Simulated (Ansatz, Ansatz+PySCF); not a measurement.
```xyz
6

H     2.2000    0.0000    0.0000
H     1.1000    1.9053    0.0000
H    -1.1000    1.9053    0.0000
H    -2.2000    0.0000    0.0000
H    -1.1000   -1.9053    0.0000
H     1.1000   -1.9053    0.0000
```

Basis set: cc-pVDZ (spherical functions). All electrons are correlated. Charge 0, multiplicity 1.

Computed with Ansatz (development build ahead of 0.2.0); each method stands on the lowest determinant of its kind that the runs found. Restricted open shells among the atoms or ions are ROHF, correlated in semicanonical orbitals with singles. Restricted functionals stand beside restricted open-shell atoms, which can lie above the unrestricted atoms usual in DFT and then raise those values.

The atomization energy at this shape (free ground-state atoms in the same class of orbitals less the molecule, no zero-point energy) of singlet H6:

| method | atomization energy |
| --- | --- |
| r²SCAN (unrestricted) | 1.60 eV |
| PBE0 (unrestricted) | 0.93 eV |
| PBE (unrestricted) | 1.11 eV |
| UHF-CCSDT(Q) | 0.92 eV |
| UHF-CCSD(T) | 0.89 eV |
| ωB97X (unrestricted) | 0.47 eV |
| UHF-MP2 | 0.45 eV |
| UHF | 0.34 eV |
| PBE (restricted) | -0.15 eV |
| PBE0 (restricted) | -1.55 eV |
| RHF-CCSDT(Q) | -1.42 eV |
| ωB97X (restricted) | -2.34 eV |
| RHF-MP2 | -3.37 eV |
| RHF | -7.26 eV |

Question: What does r²SCAN (restricted) give?

Answer: -0.76 eV. Caution for r²SCAN (unrestricted), PBE (unrestricted): the unrestricted determinant is spin contaminated. Caution for PBE0 (unrestricted), UHF-CCSDT(Q), UHF-CCSD(T), ωB97X (unrestricted), UHF-MP2, UHF: the determinant breaks the point group; the unrestricted determinant is a mixture of spin states. Caution for UHF-CCSDT(Q), UHF-CCSD(T), UHF-MP2: bonds are stretched, where a single reference can fail. Caution for UHF-CCSD(T), RHF-CCSDT(Q), RHF-MP2: the program doubts this total. Caution for PBE (restricted), r²SCAN (restricted), PBE0 (restricted), RHF-CCSDT(Q), ωB97X (restricted), RHF-MP2, RHF: an unrestricted determinant lies well below. Caution for PBE0 (restricted), RHF-CCSDT(Q), ωB97X (restricted), RHF-MP2, RHF: the molecule lies well above its atoms at this level. Caution for RHF-CCSDT(Q), RHF-MP2: large amplitudes, a single reference is doubtful.
